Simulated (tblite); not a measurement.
Compound: C5H11BO.
SMILES with atom numbers: `[CH2:1]=[C:2]1[CH2:3][O+:4]([CH3:5])[B@H-:6]1[CH3:7]` (hydrogens: H8, H9 on C1; H10, H11 on C3; H12, H13, H14 on C5; H15 on B6; H16, H17, H18 on C7)
Bond orders are those of one Lewis drawing.

Computed with GFN2-xTB (tblite), gas phase: L-BFGS steps from a force-field or distance-geometry start until the largest atomic force falls under 0.01 eV/Å.

Step 81: E = -586.5829 eV
```
atom  x, y, z in Å  |  force x, y, z in eV/Å
C1      1.6410   -1.9554    0.1490    0.009   0.000  -0.010
C2      0.7436   -0.9916    0.0726    0.022  -0.024  -0.006
C3     -0.6143   -0.9724    0.7156    0.007  -0.008  -0.022
O4     -0.9649    0.3754    0.3367   -0.026   0.011   0.046
C5     -2.1968    0.5466   -0.3178   -0.017  -0.001  -0.023
B6      0.5235    0.4494   -0.5775   -0.014   0.025   0.016
C7      1.3614    1.6955   -0.0093    0.046   0.046   0.016
H8      1.4823   -2.8620    0.7156   -0.009  -0.014   0.013
H9      2.5841   -1.8784   -0.3637    0.012   0.025   0.004
H10    -0.6365   -1.0550    1.8088    0.007  -0.025  -0.027
H11    -1.3051   -1.7036    0.2830   -0.022   0.013   0.022
H12    -2.2536    1.5928   -0.6153   -0.022   0.009   0.007
H13    -2.2747   -0.0816   -1.2109    0.014  -0.010  -0.022
H14    -3.0241    0.3106    0.3588    0.023   0.022   0.030
H15     0.2099    0.5014   -1.7177    0.003  -0.030  -0.025
H16     2.2068    1.9129   -0.6615   -0.046  -0.017   0.061
H17     0.7510    2.5981    0.0316    0.044  -0.041  -0.021
H18     1.7577    1.5237    0.9904   -0.031   0.019  -0.057
```

Step 82: E = -586.5834 eV
```
atom  x, y, z in Å  |  force x, y, z in eV/Å
C1      1.6423   -1.9547    0.1503    0.040  -0.049  -0.009
C2      0.7464   -0.9907    0.0747   -0.042   0.024  -0.008
C3     -0.6121   -0.9725    0.7145   -0.033  -0.002   0.006
O4     -0.9668    0.3746    0.3371    0.019   0.019   0.014
C5     -2.1989    0.5473   -0.3167   -0.017  -0.015   0.001
B6      0.5246    0.4491   -0.5783   -0.003   0.019   0.023
C7      1.3618    1.6951   -0.0100   -0.013   0.000   0.007
H8      1.4843   -2.8656    0.7112   -0.010   0.012   0.014
H9      2.5844   -1.8734   -0.3618    0.045   0.013  -0.008
H10    -0.6403   -1.0567    1.8072    0.026  -0.022  -0.013
H11    -1.3003   -1.7042    0.2817   -0.049  -0.015  -0.008
H12    -2.2547    1.5927   -0.6135   -0.018   0.045   0.000
H13    -2.2811   -0.0787   -1.2104    0.021  -0.030  -0.020
H14    -3.0248    0.3146    0.3626    0.013   0.010   0.025
H15     0.2127    0.4974   -1.7193    0.001  -0.026  -0.012
H16     2.2093    1.9075   -0.6565    0.024  -0.002   0.007
H17     0.7545    2.5973    0.0244   -0.001   0.022  -0.025
H18     1.7501    1.5272    0.9912   -0.001  -0.001   0.006
```

Question: Estimate the geometry and energy of step 83. (The exact step hangs on the optimiser's Hessian estimate; all steps are aligned on step 82, rigid shifts and turns removed.)

Answer: E = -586.5838 eV, largest force 0.045 eV/Å
```
atom  x, y, z in Å  |  force x, y, z in eV/Å
C1      1.6402   -1.9565    0.1435    0.030  -0.029  -0.007
C2      0.7455   -0.9907    0.0725   -0.041   0.019  -0.005
C3     -0.6103   -0.9702    0.7186   -0.031  -0.007   0.012
O4     -0.9665    0.3761    0.3386    0.017   0.012   0.003
C5     -2.1972    0.5448   -0.3195   -0.013  -0.008   0.005
B6      0.5225    0.4508   -0.5776    0.005   0.008   0.014
C7      1.3601    1.6957   -0.0067   -0.002   0.008   0.008
H8      1.4841   -2.8661    0.7072   -0.010   0.012   0.005
H9      2.5798   -1.8764   -0.3739    0.040   0.010  -0.002
H10    -0.6327   -1.0498    1.8120    0.027  -0.021  -0.020
H11    -1.3020   -1.7033    0.2929   -0.038  -0.006  -0.006
H12    -2.2521    1.5891   -0.6219   -0.019   0.029  -0.001
H13    -2.2766   -0.0869   -1.2100    0.017  -0.017  -0.005
H14    -3.0235    0.3163    0.3607    0.008   0.007   0.014
H15     0.2109    0.5010   -1.7193    0.003  -0.024   0.000
H16     2.2156    1.9018   -0.6460    0.001  -0.007   0.024
H17     0.7555    2.6008    0.0176    0.016   0.007  -0.022
H18     1.7379    1.5298    0.9998   -0.009   0.006  -0.018
```

The energy changes by -0.0004 eV. The first-order estimate −F·Δx gives -0.0006 eV and the mean of the old and new forces, exact on a quadratic surface, -0.0004 eV. The step makes an angle of 84° with the force vector and moves no atom by more than 0.015 Å.

The cost below is that of the whole relaxation. The run took 0.74 s of wall time on Arm Neoverse V1, one thread, no GPU, shared host with 32 logical CPUs at a one-minute load of 30.
